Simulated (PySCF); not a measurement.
# Where the electron goes

[GaI4]- (charge -1).
Structure used (PBE0-D3(BJ)/def2-SVP), in Å, numbered top down from 1:
```xyz
5
GaI4 angstrom
Ga     0.0178   -0.0216   -0.0113
I      0.0091   -0.0486    2.5619
I      2.4431   -0.0429   -0.8810
I     -1.1691    2.1033   -0.8487
I     -1.2259   -2.1007   -0.8830
```

The calculation used TDDFT CAM-B3LYP/def2-SVPD, vertical, gas phase, core orbitals frozen in the response, def2 core potentials past Kr (PySCF 2.14.0, density-fitted response routines). Spin–orbit coupling is left out.

Kohn–Sham orbitals with the atoms that hold most of them (Löwdin shares over 4%, at most four atoms; ? is withheld):

```tsv
orbital	ε (eV)	atoms
LUMO+2	3.40	I3 43%, I2 42%, I4 7%, I5 7%
LUMO+1	3.38	Ga1 39%, I2 16%, I4 15%, I3 15%
LUMO	2.18	?
HOMO	-4.85	I5 36%, I2 35%, I4 28%
HOMO-1	-4.85	I3 37%, I4 31%, I5 30%
HOMO-2	-4.85	I2 37%, I3 36%, I4 17%, I5 11%
HOMO-3	-5.17	I4 25%, I3 24%, I2 22%, I5 21%
```

**Question.** Which atoms hold the LUMO, and with what shares?

**Answer.** Ga1 (bonded to 4 I) 25%; I3 (bonded to Ga) 19%; I2 (bonded to Ga) 19%; I4 (bonded to Ga) 19%. By element: iodine 57% or more, gallium 25%.

Within 0.005 eV of a neighbour in this list lie HOMO-2/HOMO-1/HOMO (point group found: Td); within a degenerate set the shares of single atoms can hang on how the components are chosen.

**Question.** How does S1 compare with the orbital gap of 7.03 eV?

**Answer.** S1 is at 4.28 eV (f = 0.0000), 2.75 eV below the gap, made of HOMO-2/HOMO-1/HOMO→LUMO (≥90%). S1/S2/S3 lie within about 0.01 eV of each other. 

Next come S2 at 4.28 eV (f 0.0000), HOMO-2/HOMO-1/HOMO→LUMO (≥90%); S3 at 4.29 eV (f 0.0000), HOMO-2/HOMO-1/HOMO→LUMO (≥90%); S4 at 4.72 eV (f 0.120), HOMO-3→LUMO (86%); S5 at 4.72 eV (f 0.120), HOMO-4→LUMO (86%).

Orbitals of the list HOMO-3 to LUMO+2 that lie within 0.01 eV of each other are written together with a slash and their weights summed (≥ marks a lower bound); for degenerate orbitals outside that list single weights are arbitrary.
